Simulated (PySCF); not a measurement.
# Mo(3+) (molybdenum, charge +3) across methods

[Kr] 4d3, high-spin 4F determinant. Calculation: PySCF 2.14, in aug-cc-pVTZ-PP with one added diffuse shell each of s, p, d, f, g type with ECP28MDF (7s7p6d4f3g, 113 functions); a scalar-relativistic core potential.

```json
{"method": "M06-L", "E (hartree)": "-66.0534", "mean ε 4p α (eV)": "-71.951", "mean ε 4p β (eV)": "-69.105", "mean ε 4d α (eV)": "-33.970", "Σ⟨r²⟩ (bohr²)": "21.79", "⟨S²⟩": "3.751"}
{"method": "LDA", "E (hartree)": "-65.8133", "mean ε 4p α (eV)": "-70.929", "mean ε 4p β (eV)": "-68.604", "mean ε 4d α (eV)": "-33.941", "Σ⟨r²⟩ (bohr²)": "22.23", "⟨S²⟩": "3.750"}
{"method": "UHF", "E (hartree)": "-65.60354", "mean ε 4p α (eV)": "-82.924", "mean ε 4p β (eV)": "-76.614", "mean ε 4d α (eV)": "-40.408", "Σ⟨r²⟩ (bohr²)": "21.94", "⟨S²⟩": "3.755"}
{"method": "revPBE", "E (hartree)": "-66.0593", "mean ε 4p α (eV)": "-70.966", "mean ε 4p β (eV)": "-68.649", "mean ε 4d α (eV)": "-34.021", "Σ⟨r²⟩ (bohr²)": "22.05", "⟨S²⟩": "3.751"}
{"method": "r2SCAN", "E (hartree)": "-66.0518", "mean ε 4p α (eV)": "-72.288", "mean ε 4p β (eV)": "-69.339", "mean ε 4d α (eV)": "-34.444", "Σ⟨r²⟩ (bohr²)": "21.93", "⟨S²⟩": "3.752"}
{"method": "TPSS", "E (hartree)": "-66.0088", "mean ε 4p α (eV)": "-71.262", "mean ε 4p β (eV)": "-68.786", "mean ε 4d α (eV)": "-34.048", "Σ⟨r²⟩ (bohr²)": "22.02", "⟨S²⟩": "3.751"}
{"method": "PBE0", "E (hartree)": "-66.0125", "mean ε 4p α (eV)": "-74.212", "mean ε 4p β (eV)": "-70.982", "mean ε 4d α (eV)": "-35.817", "Σ⟨r²⟩ (bohr²)": "22.00", "⟨S²⟩": "3.751"}
{"method": "PBE", "E (hartree)": "-66.0118", "mean ε 4p α (eV)": "-70.984", "mean ε 4p β (eV)": "-68.643", "mean ε 4d α (eV)": "-34.040", "Σ⟨r²⟩ (bohr²)": "22.08", "⟨S²⟩": "3.751"}
```

Energies and moments cover only the electrons outside the core potential.
